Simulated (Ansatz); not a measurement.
`C[O][SbH][CH3]`. Charge 0, multiplicity 1. Sb: def2 effective core potential. Geometry: relaxed with PBE0-D4/def2-TZVP. It is one conformer, not always the lowest.

```xyz
11

C     0.904    1.784   -0.258
O     1.041    0.525    0.349
Sb   -0.542   -0.236    1.255
C    -1.056   -1.599   -0.329
H     0.277    1.749   -1.159
H     1.899    2.124   -0.558
H     0.481    2.540    0.419
H     0.420   -1.401    2.062
H    -1.643   -1.079   -1.086
H    -1.645   -2.426    0.073
H    -0.136   -1.982   -0.769
```

Problem. What is the dipole moment at B3LYP/def2-TZVPP? (An estimate is asked.)

Solution. Computed: 1.57 D, with components (-1.56, 0.14, -0.20) D in this frame, pointing from negative to positive charge.

Problem. And with PBE, r2SCAN, ωB97M-V? (Estimate.)

Solution. Computed: PBE 1.42 D, r2SCAN 1.47 D, ωB97M-V 1.57 D.

Problem. Give the Mulliken charges with B3LYP, ωB97M-V, PBE in def2-TZVPP. (Best estimate.)

Solution. Computed: 
```tsv
atom	B3LYP	ωB97M-V	PBE
C1	-0.12	-0.18	-0.14
O2	-0.53	-0.52	-0.46
Sb3	0.70	0.61	0.61
C4	-0.56	-0.59	-0.54
H5	0.08	0.10	0.08
H6	0.10	0.12	0.10
H7	0.09	0.11	0.09
H8	-0.12	-0.08	-0.11
H9	0.12	0.14	0.12
H10	0.12	0.14	0.12
H11	0.14	0.16	0.14
```

B3LYP here is the variant with VWN-RPA as its local correlation; programs differ in this.
